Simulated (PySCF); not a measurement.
# Spectroscopy problems

- geometry from GFN2-xTB
- σ from GIAO-PBE0/pcSseg-1
- J couplings at B3LYP/pcJ-1 (spin–dipole term left out of most H,H and C,H couplings)
- program: PySCF
- gas phase, averaged over atoms made equivalent by symmetry, fast rotation or ring inversion, relativity neglected, a single conformation

Referencing at the same level of theory: TMS for $^{1}$H (σ = 31.72 ppm), $^{13}$C (σ = 186.93 ppm). Multiplet labels drop J under 1 Hz and among equivalent protons, and merge close values. Unscaled 3J(H,H) run several per cent high. Splittings of carbon signals by F and P are missing where no couplings were computed. Where no couplings were computed, multiplicities follow the n + 1 count of equivalent neighbours, and m marks all less simple cases (inequivalent or close neighbours, rings, F or P nearby). One-bond C–F couplings are unscaled and too large by tens of Hz. Shifts are as computed. Against solution values, carbons near 30 ppm lie about +3 ppm off and those near 130 ppm about +5 ppm. Of 1211 compounds with measured shifts, 218 miss one by over three times the rms of a fit or turn the order of signals round; such compounds aren't used in these exercises.

**Question.** C5H7FO2. $^{1}$H NMR (300 MHz, computed): δ 5.42 (m, 1H), 2.25 (s, 3H), 1.62 (m, 3H). $^{13}$C{$^{1}$H} NMR (computed): δ 244.5 (C), 113.9 (CH), 89.3 (C), 24.2 (CH3), 15.3 (CH3). What is it?

**Answer.** SMILES CC(=C=O)O[C@H](C)F. Rings plus π bonds: 2 (no ring in the answer). 5 carbon signals for 5 carbons: no two carbons are equivalent. Carbon types of the structure: 2 × C, 1 × CH, 2 × CH3, which accounts for all hydrogens. δC 244.5: central carbon of a ketene. δC 113.9: sp3 CH bonded to F and O; 2 electronegative neighbours deshield it. δC 89.3: terminal carbon of a ketene. δC 15.3: allylic methyl carbon; saturated and bonded to C and H only.

The shifts were computed for this structure.

**Question.** C5H7FO2. $^{1}$H NMR (300 MHz, computed): δ 5.73 (dq, J = 13.2, 8.5 Hz, 1H), 3.70 (s, 3H), 2.29 (d, J = 8.5 Hz, 3H). $^{13}$C{$^{1}$H} NMR (computed): δ 162.5 (C, d, J = 408.2 Hz), 150.6 (C, d, J = 54.8 Hz), 125.0 (CH, d, J = 12.3 Hz), 55.7 (CH3), 16.9 (CH3). Give a structure.

**Answer.** `C/C=C(/OC)C(=O)F`. Rings plus π bonds: 2 (no ring in the answer). 5 carbon signals for 5 carbons: no two carbons are equivalent. Carbon types of the structure: 2 × C, 1 × CH, 2 × CH3, which accounts for all hydrogens. δC 162.5: carbonyl carbon. δC 150.6: alkene carbon bearing oxygen; an sp2 carbon further deshielded by the attached heteroatom. δC 125.0: β carbon of a C=C–C=O unit. δH 5.73: hydrogen on a β carbon of a C=C–C=O unit; a vinylic proton, deshielded by the sp2 carbon and the C=C anisotropy. The protons at 2.29 and 5.73 share a coupling of 8.5 Hz (vicinal).

This is the structure that produced the data.

**Question.** C5H7FO2. $^{1}$H NMR (500 MHz, computed): δ 5.12 (m, 1H), 4.75 (m, 1H), 4.38 (m, 1H), 2.34 (m, 1H), 2.16 (m, 1H), 1.81 (m, 1H), 1.71 (m, 1H). $^{13}$C{$^{1}$H} NMR (computed): δ 170.0, 92.4, 67.3, 30.7, 25.5. Identify the compound.

**Answer.** SMILES O=C1OCCC[C@@H]1F. The formula gives 2 degrees of unsaturation (1 ring in the answer). 5 carbon signals for 5 carbons: no two carbons are equivalent. Carbon types of the structure: 1 × C, 1 × CH, 3 × CH2, which accounts for all hydrogens. δC 170.0: ester carbonyl carbon; it is a carbonyl in resonance with an O or N lone pair, the region of acids, esters and amides. δC 92.4: sp3 CH bonded to F, α to a carbonyl; the inductive effect lowers its shielding. δC 67.3: sp3 CH2 bonded to O; pulled downfield by the heteroatom. δC 30.7, 25.5: sp3 CH2 in a ring; a saturated carbon with 2 carbon neighbours and no heteroatom attached.

The shifts were computed for this structure.
